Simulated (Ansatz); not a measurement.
Reaction (ligand exchange at a Ge–O bond): `NB(Cl)[O][GeH3]` + `[SiH3][SiH2]S` → `[SiH3][SiH2][S][GeH3]` + `NB(O)Cl`

Program: Ansatz. Geometries: PBE0-D4/def2-TZVP. ΔE: electronic, gas phase. CCSD(T)/CBS is the MP2 limit (def2-TZVPP, def2-QZVPP) plus CCSD(T) − MP2 in def2-TZVPP, frozen cores. Functionals use def2-TZVPP. B3LYP here is the variant with VWN-RPA as its local correlation; programs differ in this. For Ge outer-core shells are correlated without core-valence functions, which leaves a few kJ/mol of doubt a bond. Scalar relativity is left out up to krypton. Each species was taken in one conformer, which may not be the lowest.

| level | ΔE (kcal/mol) | difference from CCSD(T)/CBS |
| --- | --- | --- |
| PBE-D4 | -10.6 | -2.1 |
| r2SCAN-D4 | -9.1 | -0.6 |
| PBE0-D4 | -10.6 | -2.1 |
| B3LYP-D4 | -8.1 | 0.4 |
| ωB97X-V | -7.6 | 0.9 |
| ωB97M-V | -8.4 | 0.1 |
| B2PLYP | -7.1 | 1.4 |
| PBE | -10.0 | -1.5 |
| r2SCAN | -8.9 | -0.4 |
| PBE0 | -9.9 | -1.4 |
| B3LYP | -7.0 | 1.5 |
| HF/def2-TZVPP | -4.6 | 3.9 |
| MP2/def2-TZVPP | -8.4 | 0.1 |
| SCS-MP2/def2-TZVPP | -6.8 | 1.7 |
| CCSD/def2-TZVPP | -6.8 | 1.7 |
| CCSD(T)/def2-TZVPP | -7.3 | 1.2 |
| HF/def2-QZVPP | -4.2 | 4.3 |
| MP2/def2-QZVPP | -8.9 | -0.4 |
| SCS-MP2/def2-QZVPP | -7.3 | 1.2 |
| HF/CBS(def2) | -4.1 | 4.4 |
| MP2/CBS(def2) | -9.6 | -1.1 |
| CCSD/CBS(def2) | -8.0 | 0.5 |
| CCSD(T)/CBS | -8.5 | 0 |

Largest T1 diagnostic among the species: 0.012.

The D4 term adds −1.1 kcal/mol with B3LYP and −0.6 kcal/mol with PBE0; it sums over pairs of atoms, weighted by their polarisabilities, and B3LYP, whose exchange is more repulsive, gets the larger term. In def2-TZVPP, CCSD(T) changes the Hartree–Fock value by −2.7 kcal/mol (the triples alone add −0.5 kcal/mol) and MP2 by −3.7 kcal/mol.
